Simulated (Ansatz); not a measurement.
Several settings on one geometry of TaF5 (that of the charge 0 singlet, PBE0-D4/def2-SVP). Ansatz on 2 threads of AMD EPYC 7R13 on a shared host; times are rough.

```xyz
6

Ta    0.000    0.000    0.000
F    -0.016   -0.005    1.880
F     0.016    0.005   -1.880
F     1.853    0.010    0.016
F    -0.936    1.600   -0.003
F    -0.918   -1.610   -0.012
```

Totals from different functionals, basis sets or treatments of relativity can't be compared as stabilities.

In the def2 sets Ta takes a core potential; there is no spin–orbit coupling. B3LYP takes the VWN-RPA correlation.

The spins typed aren't always the lowest for that charge.

(1) Give the basis size and estimate the energy, ⟨S²⟩ and time of these runs.

```tsv
run	method	charge	state	further keys
1	UKS B3LYP-D3(BJ)/def2-mTZVP	0	triplet	scf: {omitted_lower_state_checks: [starts]}; forces asked
2	ROKS RPBE/def2-SVPD	0	triplet	scf: {omitted_lower_state_checks: [starts]}
3	ROKS revPBE-D3(BJ)/def2-SVPD	0	triplet	scf: {omitted_lower_state_checks: [starts]}
```

Results:

(1) 
```json
{"run": "1", "functions": "131", "energy (Eh)": "-556.5336", "⟨S²⟩": "2.01", "wall time": "32 s"}
{"run": "2", "functions": "150", "energy (Eh)": "-555.9752", "⟨S²⟩": "–", "wall time": "24 s"}
{"run": "3", "functions": "150", "energy (Eh)": "-555.8767", "⟨S²⟩": "–", "wall time": "15 s"}
```
